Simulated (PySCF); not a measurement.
Run record: excited-state job, `C[Si](C)(C)CC#P`.

Method: TDDFT CAM-B3LYP/def2-SVPD, vertical, gas phase, core orbitals frozen in the response (PySCF 2.14.0, density-fitted response routines). Geometry: GFN2-xTB. The input is one job of a driver script: a line of settings, then coordinates in Å.

Command:
```bash
OMP_NUM_THREADS=1 python probes_run.py task.json out
```

Input:
```
{"job": {"kind": "uv", "xc": "CAM-B3LYP", "basis": "def2-SVPD", "nstates": 8, "ntriplets": 3}, "charge": 0, "multiplicity": 1}
C     -0.507473     0.072674     1.839986
Si    -0.263495    -0.047248    -0.045000
C     -0.342799     1.675014    -0.854059
C     -1.537896    -1.230124    -0.826766
C      1.494506    -0.789479    -0.377877
C      2.516712     0.040819     0.177893
P      3.577169     0.989754     0.803130
H     -0.434969    -0.901658     2.314806
H     -1.479428     0.487050     2.089885
H      0.248680     0.711366     2.287366
H     -0.179226     1.620464    -1.926594
H      0.417771     2.331190    -0.440807
H     -1.307879     2.145995    -0.693516
H     -1.477338    -2.225404    -0.396809
H     -1.391625    -1.325300    -1.898491
H     -2.548078    -0.867075    -0.666703
H      1.650047    -0.891206    -1.455135
H      1.556560    -1.790513     0.057033
```

Output:
```
coarse grid: 15504 points
cycle   1  E = -827.3840732916  dE =  4.686e-01  |g| = 4.170e-01  |ddm| = 6.052e+00
cycle   2  E = -827.4068166703  dE = -2.274e-02  |g| = 3.156e-01  |ddm| = 1.127e+00
cycle   3  E = -827.4322758926  dE = -2.546e-02  |g| = 2.990e-02  |ddm| = 5.484e-01
cycle   4  E = -827.4325382923  dE = -2.624e-04  |g| = 1.233e-02  |ddm| = 1.060e-01
cycle   5  E = -827.4325777383  dE = -3.945e-05  |g| = 4.353e-03  |ddm| = 2.946e-02
cycle   6  E = -827.4325815997  dE = -3.861e-06  |g| = 2.841e-03  |ddm| = 7.858e-03
final grid: 138984 points
cycle   7  E = -827.5486686804  dE = -2.555e-05  |g| = 7.189e-03  |ddm| = 9.120e-02
cycle   8  E = -827.5486378817  dE =  3.080e-05  |g| = 1.264e-02  |ddm| = 2.544e-02
cycle   9  E = -827.5486829031  dE = -4.502e-05  |g| = 1.336e-03  |ddm| = 1.482e-02
cycle  10  E = -827.5486833725  dE = -4.694e-07  |g| = 9.154e-05  |ddm| = 1.946e-03
cycle  11  E = -827.5486833767  dE = -4.181e-09  |g| = 2.358e-05  |ddm| = 4.441e-04
cycle  12  E = -827.5486833771  dE = -3.215e-10  |g| = 7.603e-06  |ddm| = 8.258e-05
converged SCF energy = -827.5486833771

Static polarisability (au): isotropic 111.196, principal 95.104 95.977 142.506

Singlet excitations
state   eV       nm        f      main configurations
  1   4.1114    301.6   0.00006   H->L 0.84, H-1->L+1 0.13
  2   4.5218    274.2   0.00960   H->L+1 0.53, H-1->L 0.44
  3   4.5992    269.6   0.00029   H-1->L+1 0.85, H->L 0.13
  4   6.5908    188.1   0.01423   H->L+2 0.70, H->L+3 0.23
  5   6.9685    177.9   0.02145   H-1->L+2 0.62, H-1->L+3 0.29
  6   6.9919    177.3   0.84044   H-1->L 0.41, H->L+1 0.40
  7   7.3385    169.0   0.02674   H-4->L 0.72, H-5->L 0.14
  8   7.4586    166.2   0.00468   H-4->L+1 0.44, H-5->L+1 0.24, H-3->L+1 0.08

Triplet excitations (Tamm-Dancoff, eV): 3.2627 3.6212 3.6637
```

The SCF starts on a coarse grid where the log names one; the energy can jump when the final grid takes over, and dE then counts from the start density on the new grid. H and L stand for HOMO and LUMO; the number after each pair is its weight.

Problem. Which computed singlet has the largest oscillator strength, and what do all of them sum to?

Solution. State 6 at 6.99 eV (177 nm), f = 0.840; the 8 states sum to 0.917.

Problem. Give S1 in cm⁻¹ and kJ/mol.

Solution. 4.1114 eV × 8065.54 = 33161 cm⁻¹; × 96.485 = 396.7 kJ/mol.

Summary of the converged run: HOMO -8.10 eV, LUMO 0.31 eV; lowest singlet 4.11 eV; lowest triplet 3.26 eV (Tamm–Dancoff); mean polarisability 111.2 au.

Cost: about 2.3 min of CPU time on one thread; the machine was shared, so the figure is rough.
Labels such as C1 count atoms from 1, the log's own numbers from 0.
